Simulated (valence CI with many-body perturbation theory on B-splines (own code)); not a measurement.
## Level structure of Ba7+

Level of theory: configuration interaction combined with many-body perturbation theory (CI+MBPT): three valence electrons over a frozen Dirac-Fock core [Kr] 4d10, radial functions for each j: 7 s, 7 p, 7 d, 7 f, 4 g, 2 h, with the one-electron correlation potential Σ1 (screened to all orders), the two-electron term Σ2, the three-electron term Σ3, Breit, model QED; selected single and double excitations, second order for the rest, scaled by the run's own slope (own B-spline code, finite nucleus).

Set against measurement, 62 paired levels are off by 1061 cm⁻¹ on average, the worst by 3801. These come from a selection out of Sansonetti and Curry, J. Phys. Chem. Ref. Data 39, 043103 (2010). Levels without a partner in it may be off by more, other configurations by several thousand cm⁻¹. 7 measured levels below the end of the list, from 249919 cm⁻¹ on, found no clear computed partner, and computed levels of the same name lie up to 8910 cm⁻¹ from them.

Levels 136 to 180 of 222, with energies above the lowest level, 5s²5p ²P°_1/2. "Leading %" is the weight of the configuration and term that name the level; weights of strongly mixed levels are sums over their largest components and can fall short. In the jj column 3d3/2^4 stands for four electrons in 3d with j = 3/2. Lifetimes count E1, E2, E3, M1 and M2 decay at the calculated energies, and are blank where another channel may lead or the interval is too uncertain; long ones can be off by a factor of two.

```tsv
No.	Configuration	Term	J	E (cm⁻¹)	Leading %	Leading jj	Lifetime
136	4f5s5d	⁴G°	5/2	472630	92	4f5/2 5s 5d3/2 (68 %)	51.5 ps
137	5s²6d	²D	3/2	472790	95	5s^2 6d3/2 (95 %)	209 ps
138	4f5s5d	⁴H°	11/2	473300	94	4f7/2 5s 5d3/2 (46 %)	56.7 ps
139	4f5s5d	⁴G°	7/2	473590	84	4f5/2 5s 5d5/2 (44 %)	53.8 ps
140	5s²6d	²D	5/2	474300	95	5s^2 6d5/2 (95 %)	234 ps
141	4f5s5d	²G°	7/2	474470	87	4f7/2 5s 5d3/2 (36 %)	55.7 ps
142	4f5s5d	⁴G°	9/2	474760	84	4f5/2 5s 5d5/2 (49 %)	56.9 ps
143	4f5s5d	⁴H°	13/2	475290	99	4f7/2 5s 5d5/2 (99 %)	61.8 ps
144	5s5p6s	²P°	3/2	475300	85	5s 5p3/2 6s (93 %)	27.3 ps
145	4f5s5d	²G°	9/2	475370	81	4f7/2 5s 5d5/2 (53 %)	58.7 ps
146	4f5s5d	⁴G°	11/2	475860	92	4f7/2 5s 5d5/2 (76 %)	58.5 ps
147	4f5s5d	⁴D°	1/2	478640	96	4f5/2 5s 5d3/2 (48 %)	49.1 ps
148	4f5s5d	⁴D°	3/2	478790	92	4f5/2 5s 5d5/2 (41 %)	49.4 ps
149	4f5s5d	⁴D°	5/2	479120	81	4f5/2 5s 5d5/2 (56 %)	50.9 ps
150	4f5s5d	²D°	5/2	479320	72	4f7/2 5s 5d3/2 (40 %)	50.5 ps
151	4f5s5d	⁴D°	7/2	479520	92	4f7/2 5s 5d3/2 (34 %)	49.8 ps
152	4f5s5d	²D°	3/2	480080	90	4f7/2 5s 5d5/2 (51 %)	54.4 ps
153	5p²5d	⁴F	3/2	481900	64	5p1/2^2 5d3/2 (79 %)	161 ps
154	4f5s5d	⁴P°	5/2	484050	65	4f7/2 5s 5d3/2 (51 %)	47.4 ps
155	4f5s5d	⁴P°	3/2	484290	91	4f5/2 5s 5d5/2 (53 %)	50.7 ps
156	4f5s5d	⁴P°	1/2	484490	96	4f5/2 5s 5d5/2 (87 %)	52.0 ps
157	4f5s5d	²F°	5/2	485050	62	4f7/2 5s 5d5/2 (70 %)	50.1 ps
158	4f5s5d	²F°	7/2	485150	87	4f7/2 5s 5d5/2 (52 %)	49.9 ps
159	4f5s5d	²H°	9/2	487650	93	4f7/2 5s 5d3/2 (62 %)	55.9 ps
160	5p²5d	⁴F	5/2	488120	45	5p1/2^2 5d5/2 (63 %)	166 ps
161	4f5s5d	²H°	11/2	489920	96	4f5/2 5s 5d5/2 (54 %)	66.2 ps
162	4f5s5d	²G°	7/2	492000	74	4f5/2 5s 5d5/2 (49 %)	53.5 ps
163	5s5p6p	⁴D	1/2	493010	57	5s 5p1/2 6p1/2 (75 %)	230 ps
164	5p²5d	²F	5/2	493400	63	5p1/2 5p3/2 5d3/2 (82 %)	265 ps
165	4f5s5d	²G°	9/2	494200	77	4f7/2 5s 5d5/2 (59 %)	53.5 ps
166	4f5s5d	²F°	5/2	495930	76	4f5/2 5s 5d5/2 (47 %)	44.7 ps
167	4f5s5d	²P°	3/2	496270	70	4f5/2 5s 5d3/2 (36 %)	43.3 ps
168	4f5s5d	²F°	7/2	496440	74	4f7/2 5s 5d5/2 (50 %)	46.0 ps
169	5s5p6p	⁴D	3/2	496600	23	5p1/2 5p3/2 5d3/2 (57 %)	194 ps
170	5p²5d	²F	7/2	498020	44	5p1/2 5p3/2 5d3/2 (66 %)	235 ps
171	4f5s5d	²P°	1/2	498070	73	4f7/2 5s 5d5/2 (60 %)	41.6 ps
172	4f5s5d	²H°	9/2	498740	78	4f5/2 5s 5d5/2 (54 %)	52.4 ps
173	4f5s5d	²H°	11/2	499110	77	4f7/2 5s 5d5/2 (49 %)	50.8 ps
174	5p²5d	⁴F	7/2	499140	47	5p1/2 5p3/2 5d5/2 (92 %)	213 ps
175	4f5s5d	²D°	3/2	499610	59	4f5/2 5s 5d5/2 (52 %)	44.9 ps
176	4f5s5d	²D°	5/2	500930	73	4f7/2 5s 5d5/2 (42 %)	42.2 ps
177	5p²5d	⁴D	1/2	501770	61	5p1/2 5p3/2 5d3/2 (71 %)	68.0 ps
178	5s5p6p	⁴D	3/2	501910	39	5s 5p1/2 6p1/2 (46 %)	61.5 ps
179	5s5p6s	²P°	3/2	504410	79	5s 5p3/2 6s (72 %)	27.3 ps
180	5s5p6s	²P°	1/2	504550	72	5s 5p3/2 6s (63 %)	23.5 ps
```

Names give the largest LS component (configuration and term), which can be under half, so a name can repeat, a term be missing and a line seem to break the LS rules; names also repeat where a configuration has a term twice.

Where two levels of one J and parity lie close, their mixing, g and order are uncertain.
